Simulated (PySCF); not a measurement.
C3H5, SMILES C=[C]C (connectivity only; charge and spin as stated), charge +1, multiplicity 1. Atoms are numbered in the order given.

```xyz
8

C      0.0045     1.3744     0.0000
C     -0.0303     0.1069     0.0000
C     -0.0175    -1.2972     0.0000
H     -0.9247     1.9528     0.0000
H      0.9495     1.9241     0.0000
H      1.0767    -1.5175     0.0000
H     -0.4212    -1.7321    -0.9194
H     -0.4212    -1.7321     0.9194
```
Charge +1, spin multiplicity 1.

The structure is a stationary point at TPSSh-D3(BJ)/def2-TZVP. The spin state was assumed, not searched. The isomer is the one that the SMILES or the coordinates give; other isomers of the formula were not compared.

Vertical ionisation energy (IE) and electron affinity (EA) in eV. Rows of orbital energies are one-electron estimates. Where ΔSCF, EOM or ADC give a negative EA the extra electron is unbound and the value depends on the basis.

```csv
level,IE,EA
"−ε(HOMO), −ε(LUMO), M06-2X/def2-TZVPD (PySCF)",[?],[?]
ADC(2)/aug-cc-pVDZ (PySCF),17.60,7.43
```

Task: Some entries are withheld; supply them. (Estimate from the structure and the level; the computed values follow.)

Result: 
- −ε(HOMO), −ε(LUMO), M06-2X/def2-TZVPD (PySCF), IE: 16.39
- −ε(HOMO), −ε(LUMO), M06-2X/def2-TZVPD (PySCF), EA: 8.37

Computed lowest 1s main lines (those of the lightest heavy element) from CVS-ADC(2)-x/aug-cc-pVDZ (PySCF, non-relativistic), with pole strengths:
299.3 eV (1.54), 299.6 eV (1.49), 302.4 eV (1.45).

Task: Beyond the first one, list the lowest photoelectron lines from PySCF with ADC(2)/aug-cc-pVDZ with their pole strengths (two spins summed). (The exact figures need the calculation; the answer reports its results.)

Result: 20.63 eV (1.81), 21.62 eV (1.79), 22.04 eV (1.77), 22.54 eV (1.79), 24.50 eV (1.76).
